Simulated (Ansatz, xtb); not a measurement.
CH5F2GaSi: where a starting geometry ends

The starting geometry of this gas-phase singlet was built from a drawn formula by distance geometry; its bonds are those of `F[SiH2][C@H](F)[GaH2]`.

```xyz
10

C    -1.1103    0.3585   -0.0376
F    -3.2314    0.8102    1.9946
F    -1.7275   -0.2440   -1.1201
Ga    0.7629   -0.2369   -0.3595
Si   -1.8888   -0.0724    1.5965
H    -2.1781   -1.5281    1.5835
H    -0.7786    0.0815    2.5865
H    -0.9536    1.4772   -0.1247
H     1.8832    0.9484   -0.6603
H     1.4357   -1.4775   -0.7020
```

**Question.** Predict what it relaxes into with r2SCAN-D4/def2-SVP.

**Answer.** It keeps its bonds, and is `F[SiH2][C@H](F)[GaH2]`.

The energy falls by 0.59 eV over 17 steps:

| step | E − E(last) (eV) |
| --- | --- |
| 1 | 0.586 |
| 3 | 0.081 |
| 5 | 0.054 |
| 6 | 0.047 |
| 8 | 0.034 |
| 10 | 0.008 |
| 12 | 0.002 |
| 13 | 0.001 |
| 15 | 0.000 |
| 17 | 0.000 |

Final geometry (Å):

```xyz
10

C    -1.0856    0.2672   -0.1334
F    -3.1932    0.6485    1.8084
F    -1.9142   -0.4170   -1.0430
Ga    0.8198   -0.2060   -0.4441
Si   -1.7127   -0.0013    1.6132
H    -1.8244   -1.4574    1.8971
H    -0.7827    0.6767    2.5599
H    -1.1525    1.3570   -0.3514
H     1.9248    0.4870    0.4197
H     1.1342   -1.2376   -1.5695
```

From the same start GFN2-xTB ends elsewhere, differing in F3–Ga4 (2.15 against 2.81 Å here).

The end wasn't checked by frequencies. Run with Ansatz 0.2.0, 28 s on 2 threads of Intel(R) Xeon(R) 6975P-C (Granite Rapids), on a shared host.
